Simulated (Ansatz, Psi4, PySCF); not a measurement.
C₆H₁₁O₂ (SMILES C[CH]CCOC(C)=O), doublet, geometry from GFN2-xTB. Base run: PySCF with CCSD(T)/STO-3G.

Here is a job for PySCF.
```python
from pyscf import gto, scf, cc

mol = gto.Mole()
mol.atom = '''
    C    -3.58056815    0.40352958   -0.59758271
    C    -2.55854996    0.05540448    0.41054050
    C    -1.22456559   -0.44701632    0.03076181
    C    -0.22999829    0.71066267   -0.23543234
    O     1.03053787    0.21944616   -0.67661501
    C     1.90553653   -0.16509834    0.26131330
    C     3.15821185   -0.71273532   -0.37120305
    O     1.70473327   -0.08263704    1.44384164
    H    -4.57702467    0.11507951   -0.25782068
    H    -3.37562495   -0.08403383   -1.54844179
    H    -3.61750098    1.48603419   -0.77480315
    H    -2.72267405    0.35762712    1.43068430
    H    -0.79936035   -1.05637156    0.83245167
    H    -1.28143693   -1.04702368   -0.88146281
    H    -0.09321786    1.29525529    0.67932304
    H    -0.59544005    1.34910440   -1.04130159
    H     3.99466888   -0.59136706    0.31025827
    H     3.01387831   -1.77465500   -0.56198532
    H     3.35116521   -0.21260271   -1.31509991
'''
mol.basis = 'sto-3g'
mol.spin = 1
mol.verbose = 3
mol.build()

mf = scf.UHF(mol)
mf.kernel()

mycc = cc.CCSD(mf)
mycc.kernel()
et = mycc.ccsd_t()
print('E(CCSD(T)) = %.10f' % (mycc.e_tot + et))
```

The same geometry, method and basis name were run in Ansatz (a first-principles code) and Psi4 and PySCF, at each program's defaults and at the settings that a row names. The base is PySCF at its defaults. Differences at the defaults can come from grids, fitting, cores and function types together.

```tsv
code and settings	ΔE vs base (µEh)	basis functions	E (Eh)	SCF cycles	outcome
PySCF, defaults (exact integrals, spherical functions, all electrons correlated)	0.0	51	-378.98717	18	converged
Psi4, defaults (exact integrals, spherical functions, all electrons correlated)	0.0	51	-378.98717	20	converged
Ansatz, defaults (factorised integrals, spherical functions, frozen core)	2903	51	-378.98426	-	another SCF solution
PySCF, frozen core	2670	51	-378.98450	18	converged
Psi4, exact integrals, spherical functions, frozen core	2670	51	-378.98450	20	converged
Ansatz, high accuracy, frozen core	2865	51	-378.98430	-	another SCF solution
```

A guess, shift, damping, solver or small numerical setting can't move a converged solution much, so rows marked as another SCF solution ended in a different state.

Open shells are given as the SCF converged; they aren't shown to be the lowest states, and a large step between rows can be another state.
